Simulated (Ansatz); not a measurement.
Calculated with Ansatz (gas phase, PBE0-D4/def2-TZVP geometries, no zero-point term in ΔE). CCSD(T)/CBS adds triple-zeta CCSD(T) − MP2 to the extrapolated MP2 energy (def2 sets, frozen cores). This one scheme is used for every species. DFT in def2-TZVPP. B3LYP here is the variant with VWN-RPA as its local correlation; programs differ in this. Each species was taken in one conformer, which may not be the lowest.

Consider the formal hydrolysis of the Si–F bond: `CS[SiH](N)F` + H₂O → `CS[SiH](N)O` + H–F.

Is it downhill or uphill in electronic energy at CCSD(T)/CBS, and by how much? (Estimate.)

Ansatz gave: Uphill: ΔE = +0.49 eV.

What do these levels give: PBE-D4, B2PLYP, PBE0, B3LYP, MP2/def2-TZVPP, CCSD/CBS(def2)? (Estimate.)

The calculation gave: PBE-D4 0.49, B2PLYP 0.52, PBE0 0.50, B3LYP 0.55, MP2/def2-TZVPP 0.46, CCSD/CBS(def2) 0.51 eV.

Largest T1 diagnostic among the species: 0.011.

The D4 term adds −0.04 eV with B3LYP and −0.02 eV with PBE0; it sums over pairs of atoms, weighted by their polarisabilities, and B3LYP, whose exchange is more repulsive, gets the larger term. In def2-TZVPP, CCSD(T) changes the Hartree–Fock value by −0.08 eV (the triples alone add −0.01 eV) and MP2 by −0.10 eV.
